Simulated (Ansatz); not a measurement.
Cost and result up the ladder for SnGe5 (6 atoms). The state is a singlet with charge 0. Geometry: r2SCAN-D4/def2-SVP.

```xyz
6

Ge   -1.2546    0.5475   -1.4788
Ge    0.9193    1.8375   -0.4621
Ge    1.2839   -0.5380    1.7257
Ge   -1.3180   -1.6304    0.1448
Ge   -0.7277    0.6515    1.0131
Sn    1.0972   -0.8681   -0.9427
```

Ansatz on 4 threads of Intel Xeon on a shared host. Times are rough, and most runs start from the orbitals of an earlier one. No level here is sound enough to serve as a yardstick. Binding counts from free atoms at the same level (Ge triplet, Sn triplet; other spins of the atoms weren't run), without zero-point energy or a counterpoise term.

In the def2 sets Sn takes a core potential; there is no spin–orbit coupling. Correlated methods freeze 49 core orbitals; core or outer-core shells of Ge, Sn are correlated, in sets that lack core-valence functions. Another isomer (singlet) lies 0.51 eV lower at PBE0-D4/def2-TZVP; other spin states weren't run for this one.

Correlated methods converge slowly with the basis.

```tsv
level	functions	binding energy per atom (eV)	remarks
MP2/def2-TZVP	290	3.20	restricted SCF unstable
B97M-V/def2-TZVP	290	2.95	restricted SCF unstable in HF
r2SCAN-D4/def2-TZVP	290	3.00	restricted SCF unstable in HF
PBE0-D4/def2-TZVP	290	2.96	restricted SCF unstable in HF
PBE-D4/def2-TZVP (with forces)	290	3.11	restricted SCF unstable in HF
```

Question: Estimate how long each takes.

Answer: PBE-D4/def2-TZVP (with forces) 18 s; r2SCAN-D4/def2-TZVP 26 s; B97M-V/def2-TZVP 45 s; PBE0-D4/def2-TZVP 49 s; MP2/def2-TZVP 61 s. On shared hardware such times vary by a factor of up to 3.
